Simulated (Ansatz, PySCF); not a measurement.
Gas-phase reaction (SMILES): C[Si](C)(P)P -> [CH2][Si](C)(P)P + H atom; the C-H bond at the site shown breaks (other sites are not compared here).

Each molecule is optimised on its own at B3LYP-D3(BJ)/def2-TZVP (Ansatz, a first-principles code), one conformer each, not searched for the lowest. Cores are frozen in the correlated levels unless marked. UHF or UKS for open shells. No spin-orbit coupling. Non-relativistic. CBS(X,Y): correlation extrapolated as X^-3; Hartree-Fock from the larger set. Thermal terms are rigid-rotor harmonic-oscillator values from B3LYP-D3(BJ) frequencies (Ansatz or PySCF) at 298.15 K and 1 atm. 1 Eh = 627.5095 kcal/mol. Atoms have translation alone.

```
species           E, CCSD(T)/CBS(cc-pV(T+d)Z,cc-pV(Q+d)Z) (Ansatz) (Eh)  E, r2SCAN-D4/def2-TZVPD (Ansatz + dftd4) (Eh)  H - E (Eh)
----------------  -----------------------------------------------------  ---------------------------------------------  ----------
C[Si](C)(P)P                                                -1053.09578                                    -1054.39827     0.12089
[CH2][Si](C)(P)P                                            -1052.42397                                    -1053.73535     0.10751
H atom                                                         -0.49995                                       -0.49993     0.00236
```

Problem. Work out ΔE and ΔH at 298.15 K at the first level, then ΔH at the second.

Solution. 
1. ΔE = [(-1052.42397) + (-0.49995)] - [(-1053.09578)] = 0.17186 Eh = 107.8 kcal/mol at CCSD(T)/CBS(cc-pV(T+d)Z,cc-pV(Q+d)Z).
2. The terms H - E add up to -0.01102 Eh, so ΔH = (0.17186 + (-0.01102))×627.5095 = 100.9 kcal/mol.
3. At r2SCAN-D4/def2-TZVPD the same steps give ΔE = 102.3 and ΔH = 95.4 kcal/mol, a shift of -5.5 from the first level.
4. These values are not checked against measurement here, since the tables used lack a sound gas-phase enthalpy of formation for at least one species.
